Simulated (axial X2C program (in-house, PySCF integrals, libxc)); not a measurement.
Bond lengths and stretching modes, held linear, of HTiF

Computed with an axial X2C code built on PySCF integrals: two-component X2C with atomic mean-field Coulomb and Gaunt terms, Gaussian nuclei, basis H dyall-v3z, Ti dyall-v3z, F dyall-av3z with contracted cores. Spin-free rows use the one-electron spin-free X2C Hamiltonian.

Masses H 1.008, Ti 47.948, F 18.998 u. States: 2c Ω = 1 (beyond evenly filled blocks: ω = -1/2, ω = 3/2); spin-free M_S = 1, Λ = 2 (beyond evenly filled blocks: σα, δ+α).

HF, spin-free: energies above the lowest point

```json
{"r(H–Ti) (Å)": "1.7657", "r(Ti–F) (Å)": "1.7804", "E (meV)": "118.12"}
{"r(H–Ti) (Å)": "1.7657", "r(Ti–F) (Å)": "1.8260", "E (meV)": "47.35"}
{"r(H–Ti) (Å)": "1.7657", "r(Ti–F) (Å)": "1.8716", "E (meV)": "27.11"}
{"r(H–Ti) (Å)": "1.8110", "r(Ti–F) (Å)": "1.7804", "E (meV)": "91.46"}
{"r(H–Ti) (Å)": "1.8110", "r(Ti–F) (Å)": "1.8260", "E (meV)": "22.34"}
{"r(H–Ti) (Å)": "1.8110", "r(Ti–F) (Å)": "1.8716", "E (meV)": "3.41"}
{"r(H–Ti) (Å)": "1.8110", "r(Ti–F) (Å)": "1.9173", "E (meV)": "24.95"}
{"r(H–Ti) (Å)": "1.8563", "r(Ti–F) (Å)": "1.7804", "E (meV)": "85.51"}
{"r(H–Ti) (Å)": "1.8563", "r(Ti–F) (Å)": "1.8260", "E (meV)": "17.82"}
{"r(H–Ti) (Å)": "1.8563", "r(Ti–F) (Å)": "1.8716", "E (meV)": "0.00"}
{"r(H–Ti) (Å)": "1.9016", "r(Ti–F) (Å)": "1.8260", "E (meV)": "30.90"}
{"r(H–Ti) (Å)": "1.9016", "r(Ti–F) (Å)": "1.9173", "E (meV)": "37.21"}
```

Problem. Fit a quadratic surface with cubic terms in each bond: where is the minimum, and what are the two stretching wavenumbers?

Solution. At HF, spin-free: bonds 1.842 and 1.868 Å; harmonic stretches 626.9 and 1572.7 cm⁻¹; force constants 1.44, 3.17 and coupling 0.09 mdyn/Å.

The other levels and Hamiltonians give:

```
Hamiltonian  level  r(H–Ti) (Å)  r(Ti–F) (Å)  lower stretch (cm⁻¹)  upper stretch (cm⁻¹)
         2c   PBE0        1.811        1.823                 654.9                1570.7
         2c     HF        1.843        1.868                 626.5                1572.1
         2c    PBE        1.811        1.825                 647.2                1543.1
         2c    MP2        1.793        1.829                 646.9                1639.0
  spin-free   PBE0        1.810        1.823                 655.1                1571.1
  spin-free    PBE        1.811        1.825                 647.4                1543.5
  spin-free    MP2        1.793        1.829                 647.1                1639.0
```

Each state is one determinant, the lowest of a limited PBE0 search; the stretches come from a fit to these few points and carry an uncertainty of a few per cent. Other orders of the atoms were not compared. MP2 freezes inner shells (threshold -2 hartree). The molecule was held linear; bending was not examined, so a bent shape may lie lower. Open-shell Ω = 0 determinants with evenly filled partner blocks cannot be reached by this program, so the Ω shown need not be the lowest component. Note: functional without a current term on a determinant with orbital currents, of the molecule or an atom. Note: several unpaired electrons, one determinant need not be a pure state.
